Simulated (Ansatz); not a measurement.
Cost and result for the atomization energy of CH$_{5}$GaO$_{2}$, SMILES `O[CH](O)[GaH2]` (9 atoms, 8 bonds).

Z-matrix (Å, degrees):
```
C
O 1 1.412
Ga 1 2.009 2 102.9
O 1 1.406 2 112.0 3 -123.3
H 1 1.095 2 110.6 3 121.1
H 2 0.965 1 108.8 3 -174.6
H 3 1.568 1 123.1 2 96.3
H 3 1.575 1 115.6 2 -84.0
H 4 0.963 1 108.3 2 65.8
```

Total charge 0; spin multiplicity 1. Correlated methods include outer-core shells of Ga, which these sets cover unevenly. Scalar relativity is left out up to krypton. All single points use the PBE0-D4/def2-TZVP geometry. It is one conformer, not always the lowest. Program: Ansatz. All runs use 4 threads of an Arm Neoverse V2 on a shared host. Times are those of one run each, without the atoms' runs, and a repeat can differ threefold. Electronic energies, without spin–orbit coupling; frozen cores. CCSD(T)/CBS adds CCSD(T) − MP2 in def2-TZVPP to the MP2 limit, and its time is that of the two runs behind it. T1 = 0.013. With those shells the extrapolation isn't a true limit. B3LYP takes the VWN-RPA correlation (the form of Gaussian; ORCA's B3LYP/G). HSE06 is the plane-wave form, built on full-range PBE exchange.

CCSD(T)/CBS is a level of theory with its own doubt, some kJ/mol a heavy atom from the limit and from the frozen cores, so smaller differences don't rank the functionals.

| level | functions | wall time | atomization (kcal/mol) | difference from CCSD(T)/CBS | per bond |
| --- | --- | --- | --- | --- | --- |
| LDA (SPW92)/def2-TZVPP | 211 | 0.95 s | 818.4 | 118.5 | 14.8 |
| revPBE-D4/def2-TZVPP | 211 | 1.5 s | 689.8 | -10.1 | -1.3 |
| PBE0-D4/def2-TZVPP | 211 | 2.1 s | 692.3 | -7.6 | -0.9 |
| BHLYP-D4/def2-TZVPP | 211 | 2.2 s | 663.7 | -36.2 | -4.5 |
| HSE06-D4/def2-TZVPP | 211 | 2.4 s | 692.9 | -7.0 | -0.9 |
| B3LYP-D4/def2-TZVPP (with forces) | 211 | 3 s | 691.5 | -8.4 | -1.0 |
| r2SCAN-D4/def2-TZVPP (with forces) | 211 | 3.5 s | 698.3 | -1.6 | -0.2 |
| PBE-QIDH/def2-TZVPP | 211 | 3.9 s | 688.4 | -11.5 | -1.4 |
| CCSD(T)/def2-SVP | 99 | 4.3 s | 654.7 | -45.2 | -5.6 |
| ωB97X-V/def2-TZVPP | 211 | 6 s | 699.0 | -0.9 | -0.1 |
| MP2/def2-QZVPP | 410 | 15 s | 705.9 | 6.0 | 0.8 |
| CCSD(T)/def2-TZVPP | 211 | 88 s | 681.4 | -18.5 | -2.3 |
| CCSD(T)/CBS(def2) | – | 100 s | 699.9 | 0.0 | 0.0 |

From r2SCAN to r2SCAN0 (25 % exact exchange), in def2-TZVPP and without D4, the atomization energy moves by −16.6 kcal/mol: exact exchange takes away binding that semilocal exchange gives to molecules. The D4 term adds +5.8 kcal/mol with B3LYP and +3.0 kcal/mol with PBE0; it sums over pairs of atoms, weighted by their polarisabilities, and B3LYP, whose exchange is more repulsive, gets the larger term. In def2-TZVPP, CCSD(T) changes the Hartree–Fock value by +211.9 kcal/mol (the triples alone add +11.9 kcal/mol) and MP2 by +225.5 kcal/mol; breaking electron pairs costs correlation energy, which Hartree–Fock lacks.
